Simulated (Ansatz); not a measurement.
Reaction (redistribution): `[NH2][GeH]([Cl])[Cl]` + `C[NH][Ge]([NH]C)([NH]C)[O]C` → `C[O][GeH]([NH2])[Cl]` + `C[NH][Ge]([Cl])([NH]C)[NH]C`

Calculated with Ansatz (gas phase, PBE0-D4/def2-TZVP geometries, no zero-point term in ΔE). CBS: MP2 limit from def2 TZ/QZ plus the TZ coupled-cluster correction, frozen cores. Functionals use def2-TZVPP. For Ge outer-core shells are correlated without core-valence functions, which leaves a few kJ/mol of doubt a bond. Scalar relativity is left out up to krypton. One conformer a species, not always the lowest.

`[NH2][GeH]([Cl])[Cl]`:

Cartesian coordinates in Å:
```
N -0.521 -0.738 0.772
Ge 0.277 0.392 -0.395
Cl 1.484 -0.830 -1.668
Cl -1.305 1.304 -1.508
H 0.105 -1.332 1.298
H -1.212 -0.320 1.379
H 1.172 1.524 0.122
```

`C[NH][Ge]([NH]C)([NH]C)[O]C`:

```xyz
24

C     0.191    2.711   -0.692
N     0.469    1.337   -1.061
Ge    0.037   -0.028    0.071
N     0.619   -1.502   -0.806
C     0.398   -2.840   -0.296
N    -1.677   -0.332    0.591
C    -2.752   -0.327   -0.379
O     0.779    0.369    1.640
C     2.177    0.504    1.713
H     0.424    2.857    0.365
H    -0.855    3.015   -0.841
H     0.824    3.399   -1.261
H     0.279    1.142   -2.032
H     1.496   -1.391   -1.292
H     1.177   -3.184    0.396
H     0.332   -3.562   -1.116
H    -0.552   -2.865    0.241
H    -1.916    0.110    1.465
H    -3.635   -0.831    0.025
H    -2.445   -0.887   -1.266
H    -3.060    0.674   -0.712
H     2.560    1.254    1.009
H     2.692   -0.445    1.511
H     2.437    0.820    2.727
```

`C[O][GeH]([NH2])[Cl]`:

Cartesian coordinates in Å:
```
C 0.585 1.439 -0.915
O -0.576 0.635 -0.865
Ge -0.459 -0.956 -0.116
N 0.024 -0.724 1.618
Cl -2.442 -1.741 -0.377
H 0.299 2.402 -1.342
H 1.360 0.998 -1.555
H 1.012 1.609 0.080
H 0.545 -1.883 -0.812
H -0.643 -0.212 2.179
H 0.294 -1.567 2.105
```

`C[NH][Ge]([Cl])([NH]C)[NH]C`:

Z-matrix (Å, degrees):
```
C
N 1 1.447
H 1 1.094 2 110.3
H 1 1.092 2 109.4 3 -117.5
H 1 1.098 2 114.0 3 122.0
Ge 2 1.805 1 123.0 3 157.3
H 2 1.008 1 114.7 3 -55.7
N 6 1.815 2 114.6 1 58.7
N 6 1.818 2 105.9 1 -175.2
Cl 6 2.174 2 106.7 1 -56.1
C 8 1.448 6 123.3 2 -166.4
H 8 1.009 6 113.9 2 48.8
C 9 1.453 6 120.0 2 66.3
H 9 1.010 6 112.8 2 -157.8
H 11 1.092 8 109.3 6 40.0
H 11 1.094 8 110.3 6 157.5
H 11 1.099 8 114.3 6 -80.8
H 13 1.092 9 109.3 6 -44.9
H 13 1.094 9 110.2 6 -162.8
H 13 1.097 9 113.8 6 75.3
```

(1) Is it downhill or uphill in electronic energy at CCSD(T)/CBS, and by how much? (Best estimate.)

(2) What do these levels give: PBE-D4, PBE, HF/def2-TZVPP, HF/def2-QZVPP, MP2/def2-QZVPP, SCS-MP2/def2-QZVPP? (An estimate is asked.)

Largest T1 diagnostic among the species: 0.011.

Results:

(1) Ansatz gave: Downhill: ΔE = -0.08 eV.

(2) Computed: PBE-D4 -0.09, PBE -0.10, HF/def2-TZVPP -0.08, HF/def2-QZVPP -0.08, MP2/def2-QZVPP -0.09, SCS-MP2/def2-QZVPP -0.09 eV.
